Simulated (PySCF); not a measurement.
C5H5Cl, SMILES C=CC=C=CCl.

Geometry optimised at PBE0-D3(BJ)/def2-SVP. This is a generated structure with no PubChem entry under its InChIKey; it may be hypothetical. The values are those of a single conformer.

Two levels are set side by side: PBE/def2-TZVP (PySCF) and CAM-B3LYP/def2-TZVP (PySCF). Same geometry, gas phase. Differences are taken from unrounded values.

```tsv
quantity	CAM-B3LYP	PBE	PBE minus CAM-B3LYP
orbital gap (eV)	8.00	3.78	-4.23
highest occupied level (eV)	-8.33	-6.13	2.20
lowest empty level (eV)	-0.33	-2.35	-2.02
dipole moment (D)	1.81	1.71	-0.10
mean polarisability (bohr³)	82.9	85.8	2.9
```

PBE's occupied levels lie high since its potential decays too fast outside the molecule; exact exchange lowers them and widens the gap. PBE's more diffuse valence density responds more strongly to a field. Differences between two approximate levels are no errors against the true value.

Rough cost on one machine, each run with all the roots and properties that it gave: CAM-B3LYP against PBE within a factor of 2.
